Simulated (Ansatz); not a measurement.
Computed with Ansatz on PBE0-D4/def2-TZVP structures; ΔE is electronic, products minus reactants. CBS: MP2 limit from def2 TZ/QZ plus the TZ coupled-cluster correction, frozen cores. DFT in def2-TZVPP. B3LYP here is the variant with VWN-RPA as its local correlation; programs differ in this. For Ga outer-core shells are correlated without core-valence functions, which leaves a few kJ/mol of doubt a bond. Scalar relativity is left out up to krypton. Each species was taken in one conformer, which may not be the lowest.

`[BH2][GaH][F]` + `N[SiH]([SiH3])S` → `BN[SiH]([SiH3])S` + `[F][GaH2]`  (cleavage of the B–Ga bond)

```json
{"level": "PBE-D4", "ΔE (kJ/mol)": "-157.9", "difference from CCSD(T)/CBS": "-2.3"}
{"level": "r2SCAN-D4", "ΔE (kJ/mol)": "-160.3", "difference from CCSD(T)/CBS": "-4.7"}
{"level": "PBE0-D4", "ΔE (kJ/mol)": "-158.0", "difference from CCSD(T)/CBS": "-2.4"}
{"level": "B3LYP-D4", "ΔE (kJ/mol)": "-160.7", "difference from CCSD(T)/CBS": "-5.1"}
{"level": "ωB97X-V", "ΔE (kJ/mol)": "-157.8", "difference from CCSD(T)/CBS": "-2.2"}
{"level": "B2PLYP", "ΔE (kJ/mol)": "-160.1", "difference from CCSD(T)/CBS": "-4.5"}
{"level": "PBE", "ΔE (kJ/mol)": "-154.3", "difference from CCSD(T)/CBS": "1.3"}
{"level": "r2SCAN", "ΔE (kJ/mol)": "-159.2", "difference from CCSD(T)/CBS": "-3.6"}
{"level": "PBE0", "ΔE (kJ/mol)": "-154.8", "difference from CCSD(T)/CBS": "0.8"}
{"level": "HF/def2-TZVPP", "ΔE (kJ/mol)": "-152.7", "difference from CCSD(T)/CBS": "2.9"}
{"level": "MP2/def2-TZVPP", "ΔE (kJ/mol)": "-166.3", "difference from CCSD(T)/CBS": "-10.7"}
{"level": "CCSD(T)/def2-TZVPP", "ΔE (kJ/mol)": "-160.9", "difference from CCSD(T)/CBS": "-5.3"}
{"level": "HF/def2-QZVPP", "ΔE (kJ/mol)": "-153.5", "difference from CCSD(T)/CBS": "2.1"}
{"level": "MP2/def2-QZVPP", "ΔE (kJ/mol)": "-163.5", "difference from CCSD(T)/CBS": "-7.9"}
{"level": "SCS-MP2/def2-QZVPP", "ΔE (kJ/mol)": "-160.6", "difference from CCSD(T)/CBS": "-5.0"}
{"level": "HF/CBS(def2)", "ΔE (kJ/mol)": "-153.6", "difference from CCSD(T)/CBS": "2.0"}
{"level": "CCSD(T)/CBS", "ΔE (kJ/mol)": "-155.6", "difference from CCSD(T)/CBS": "0"}
```

Largest T1 diagnostic among the species: 0.014.

The D4 term adds −5.6 kJ/mol with B3LYP and −3.2 kJ/mol with PBE0; it sums over pairs of atoms, weighted by their polarisabilities, and B3LYP, whose exchange is more repulsive, gets the larger term. In def2-TZVPP, CCSD(T) changes the Hartree–Fock value by −8.2 kJ/mol (the triples alone add −3.3 kJ/mol) and MP2 by −13.6 kJ/mol.
